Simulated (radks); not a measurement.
Ionisation ladder of arsenic, from As22+ to As32+. Each ion is in the ground configuration listed by NIST, and IE = E(next ion) - E(this ion), with E = 0 for the bare nucleus. Method: Dirac Kohn-Sham, PBE, spin-unpolarised, spherical densities, finite nucleus; open shells fill j = l - 1/2 first; Fermi nuclear charge, rms radius 4.0968 fm; computed with a radial shooting solver on a logarithmic mesh with Libxc functionals.

species  configuration  IE, Delta-SCF (eV)  <r> HOMO (bohr)  IE, NIST (eV)       kind  error (eV)
As22+         [Ne] 3s1              957.99            0.493         956.79  semi-emp.        +1.2
As23+             [Ne]              2358.4            0.174           2357  semi-emp.        +1.5
As24+     [He] 2s2 2p5              2490.9            0.172           2486  semi-emp.        +4.9
As25+     [He] 2s2 2p4              2625.7            0.169           2626  semi-emp.        -0.3
As26+     [He] 2s2 2p3              2762.5            0.167           2766  semi-emp.        -3.5
As27+     [He] 2s2 2p2              2945.7            0.162           2938  semi-emp.        +7.7
As28+     [He] 2s2 2p1              3088.5            0.160           3088  semi-emp.        +0.4
As29+         [He] 2s2              3293.8            0.187           3287  semi-emp.        +6.8
As30+         [He] 2s1              3408.6            0.185         3411.6     theory        -3.0
As31+             [He]             14510.6           0.0451        14447.7     theory       +62.9
As32+              1s1             14985.1           0.0447        15028.9     theory       -43.8

Reference values: NIST Atomic Spectra Database (exp. = measured, semi-emp. = semi-empirical, theory = theoretical value adopted there). The ionisation energy per charge of the ion left behind rises most, in proportion, at As31+ ([He]), from 109.96 to 453.45 eV. Against the entries that are not theoretical the mean signed error is +0.1 % and the largest +0.3 %. Spin polarisation and multiplet splitting are left out, so open shells lie too high by an amount that depends on their filling.

Beside tabulated values, note that spin-unpolarised runs miss the spin-polarisation part of the exchange energy of open shells.
